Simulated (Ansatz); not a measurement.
Start from `O[SiH](O)[SiH2]F` and change one atom or group to get `O[SiH](O)CCl`.

Ansatz, PBE0-D4/def2-TZVP geometries, multiplicity 1. Each molecule was computed in one conformer, which needn't be the lowest.

```json
{"property": "HOMO–LUMO gap (B3LYP/def2-TZVPP) / eV", "`O[SiH](O)[SiH2]F`": "6.73"}
{"property": "HOMO–LUMO gap (PBE0/def2-TZVPP) / eV", "`O[SiH](O)[SiH2]F`": "7.12"}
{"property": "HOMO energy (B3LYP/def2-TZVPP) / eV", "`O[SiH](O)[SiH2]F`": "-7.79"}
{"property": "HOMO energy (PBE/def2-TZVPP) / eV", "`O[SiH](O)[SiH2]F`": "-6.70"}
{"property": "size of the dipole moment (B3LYP/def2-TZVPP) / D", "`O[SiH](O)[SiH2]F`": "1.33"}
{"property": "HOMO–LUMO gap (PBE/def2-TZVPP) / eV", "`O[SiH](O)[SiH2]F`": "4.99"}
```

**Question.** Give the same properties after the change, and the shifts. (Estimate.)

**Answer.** Ansatz gave: 
```json
{"property": "HOMO–LUMO gap (B3LYP/def2-TZVPP) / eV", "`O[SiH](O)CCl`": "7.65", "shift": "0.92"}
{"property": "HOMO–LUMO gap (PBE0/def2-TZVPP) / eV", "`O[SiH](O)CCl`": "8.16", "shift": "1.04"}
{"property": "HOMO energy (B3LYP/def2-TZVPP) / eV", "`O[SiH](O)CCl`": "-7.83", "shift": "-0.04"}
{"property": "HOMO energy (PBE/def2-TZVPP) / eV", "`O[SiH](O)CCl`": "-6.65", "shift": "0.05"}
{"property": "size of the dipole moment (B3LYP/def2-TZVPP) / D", "`O[SiH](O)CCl`": "1.53", "shift": "0.20"}
{"property": "HOMO–LUMO gap (PBE/def2-TZVPP) / eV", "`O[SiH](O)CCl`": "5.73", "shift": "0.74"}
```

With PBE0 the HOMO falls by 0.07 eV and the LUMO rises by 0.97 eV, so the gap widens by about 1.04 eV. PBE moves the HOMO by 0.05 eV and ωB97M-V by -0.25 eV. Dipoles are sizes alone; their direction can turn.

Positive LUMOs are unbound, so they and the gaps depend on the basis.

B3LYP here is the variant with VWN-RPA as its local correlation; programs differ in this.
